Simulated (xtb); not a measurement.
B(Cl)(F)(NHMe) (CH4BClFN), SMILES CNB(F)Cl. All values are semi-empirical tight-binding results from xtb (GFN2-xTB unless named), good for trends rather than for accurate numbers. Geometry: GFN2-xTB. The structure was generated by enumeration, and PubChem lists no compound with its InChIKey, so it may never have been made. The values are those of a single conformer.

Optimised geometry:

Bonds (Å): B1–Cl2 1.734, B1–F3 1.333, B1–N4 1.383, N4–C5 1.451, N4–H6 1.009, C5–H7 1.091, C5–H8 1.091, C5–H9 1.087. Bond angles (°): Cl2–B1–F3 118.4, Cl2–B1–N4 121.3, F3–B1–N4 120.2, B1–N4–C5 126.6, B1–N4–H6 120.0, C5–N4–H6 113.4, N4–C5–H7 110.3, N4–C5–H8 110.3, N4–C5–H9 108.9, H7–C5–H8 109.0, H7–C5–H9 109.1, H8–C5–H9 109.1.

```json
{
 "point_group_as_xtb_finds_it": "Cs",
 "orbital_gap": "6.03 eV",
 "dipole_moment": "3.84 D",
 "zero_point_energy": "38.4 kcal/mol",
 "G − E(el) at 298.15 K (modified RRHO)": "19.6 kcal/mol",
 "static polarisability (D4 model)": "51.1 bohr³",
 "solvation energy, GFN2-xTB/ALPB(water)": "-4.8 kcal/mol",
 "solvation energy, GFN2-xTB/ALPB(thf)": "-6.9 kcal/mol"
}
```

Computed atomic charges and the Wiberg bond orders between heavy atoms:
charges (e) B1 0.48, Cl2 -0.28, F3 -0.28, N4 -0.25, C5 -0.05, H6 0.18, H7 0.06, H8 0.06, H9 0.07. Bond orders B1–Cl2 0.99, B1–F3 1.02, B1–N4 1.36, N4–C5 1.01.
